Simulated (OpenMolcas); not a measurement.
# Computed transition rates of Ar4+

| Property | Result |
| --- | --- |
| Program | OpenMolcas |
| Method | MS-RASPT2, IPEA 0.25 Eh, imaginary shift 0.1 Eh (closed shells correlated: 2s 2p) |
| Basis | ANO-RCC-VTZP [5s4p2d1f] |
| Scalar Hamiltonian | DKH2, point nucleus |
| Active space | 4 electrons in 9 orbitals (RAS2 3s 3p; RAS3 3d, at most 2 electrons) |
| State averaging | 2S+1 = 3 even, 6 roots; 2S+1 = 1 even, 12 roots; 2S+1 = 5 odd, 1 root; 2S+1 = 3 odd, 9 roots; 2S+1 = 1 odd, 8 roots |
| Spin-orbit coupling | RASSI with atomic mean-field integrals over the reference wave functions, term energies averaged over their components |

Rates come from the transition moments of the reference wave functions (E1 and E2 in the length form). At fixed line strength A goes as λ^-3 for E1 and M1 and as λ^-5 for E2, so a rate at the computed wavelength can be rescaled to the measured one. Measured vacuum wavelengths follow from level energies in Saloman, J. Phys. Chem. Ref. Data 39, 033101 (2010). Branching counts decays inside the model space alone, at computed energies, and the table is only a selection of the E2 and M1 lines, drawn from those between levels with measured partners whose computed energy lies within a factor of 1.5 of the measured one.

```tsv
Upper	Lower	Type	λ computed (nm)	λ measured (nm)	A computed (s-1)	A rescaled (s-1)	Branching %
3s² 3p² ¹S₀	3s² 3p² ³P₁	M1	262.9	269.2	5.89e+00		60.9
3s² 3p² ¹S₀	3s² 3p² ¹D₂	E2	454.5	462.7	3.73e+00	3.41e+00	38.5
3s² 3p² ¹D₂	3s² 3p² ³P₂	M1	672.4	700.8	4.40e-01		70.3
3s² 3p² ¹D₂	3s² 3p² ³P₁	M1	623.7	643.7	1.85e-01		29.5
3s² 3p² ¹S₀	3s² 3p² ³P₂	E2	271.2	278.7	6.30e-02		0.7
3s² 3p² ³P₂	3s² 3p² ³P₁	M1	8601	7902	2.12e-02	2.73e-02	100.0
3s² 3p² ³P₁	3s² 3p² ³P₀	M1	14650	13100	5.74e-03	8.03e-03	100.0
```

Spin-changing lines and M1 lines between different terms are not rescaled, since their strength hangs on the term gaps too.

The largest correction is for 3s² 3p² ³P₁ → 3s² 3p² ³P₀ (M1): 5.74e-03 × (14650 / 13100)^3 = 8.03e-03 s-1, a factor of 1.40.

No measured rate stands beside these. Rescaling mends the energy factor alone: line strengths can still be far off where a level mixes with configurations outside the active space, and weak or spin-changing lines hang on small mixing coefficients that depend on the term gaps too, so rescaling need not improve them.

Term energies are means over components that CASPT2 splits; among the terms shown or strongly mixed into the levels shown the widest spread is 13 cm-1 (3s² 3p² ¹D). Active for correlation alone: 3d; no level in the range computed is led by a configuration that fills it, so any true level of that kind is missing. Computed and measured levels are paired by configuration, term and J; levels that our copy of the source lacks, or whose pairing is in doubt (as where it misses far off the trend of its configuration), stay unpaired. Only configurations of the active space appear.
